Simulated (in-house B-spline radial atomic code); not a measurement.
Results of a calculation; reference values are marked as such.
## Se ion on Ga atom: potential, deflection and energy transfer

The pair potential comes from two frozen, spherical free-atom densities (PBE, B-spline radial code, scalar-relativistic past argon): electrostatics plus the change in Thomas-Fermi kinetic and Dirac exchange energy where they overlap, the recipe behind the universal ZBL potential, which averages such potentials (from solid-state densities) over many pairs. It is written V = (Z1 Z2 e²/r) φ(r/a), with e² = 14.3996 eV·Å and a = 0.46850 Å/(Z1^0.23 + Z2^0.23); ZBL's fit is φ = 0.18175 e^(−3.1998x) + 0.50986 e^(−0.94229x) + 0.28022 e^(−0.4029x) + 0.02817 e^(−0.20162x). Where φ falls below 4e-4 it is continued as an exponential.

Masses 78.97 and 69.72 u.

| x = r/a | φ, this pair | φ, ZBL |
| --- | --- | --- |
| 0.1 | 0.8925 | 0.8928 |
| 0.5 | 0.622 | 0.6096 |
| 1.5 | 0.3103 | 0.2995 |
| 3 | 0.1342 | 0.1292 |
| 5 | 0.05287 | 0.05224 |
| 8 | 0.01596 | 0.01705 |
| 12 | 0.004645 | 0.00474 |
| 17 | 0.001188 | 0.001212 |

(1) At x = 4 the electrostatic, kinetic and exchange parts are -51.49, 3208.66 and -197.31 eV. Find r, V and φ.

(2) The ion comes in at 30.77 keV with impact parameter 0.5260 Å. The scattering integral gives a centre-of-mass angle of 11.05° and a closest approach of 5.244 a. What are the reduced energy, the energy passed on and the laboratory angles?

Results:

(1) a = 0.46850/(2.2503 + 2.2030) = 0.10520 Å, so r = 0.42081 Å. V = -51.49 + 3208.66 + (-197.31) = 2959.86 eV. The bare repulsion is 34 × 31 × 14.3996/0.42081 = 36066 eV, so φ = 0.0821, +2.2 % against ZBL's 0.0803. The kinetic (Pauli) term is 108 % of V here, as the other two terms together attract.

(2) ε = E a M2/(Z1 Z2 e² (M1 + M2)) = 30770 × 3.2502e-06 = 0.1. The most that one collision can pass on is γE with γ = 4 M1 M2/(M1 + M2)² = 0.9961. Here T = γE sin²(θ/2) = 0.9961 × 30770 × 0.009271 = 284.1 eV. The ion turns by arctan(sin θ/(cos θ + M1/M2)) = 5.2°, and the struck atom leaves at (180° − θ)/2 = 84.5°. The closest approach is 0.552 Å. With ZBL the angle would be 10.78° and T = 270.6 eV.
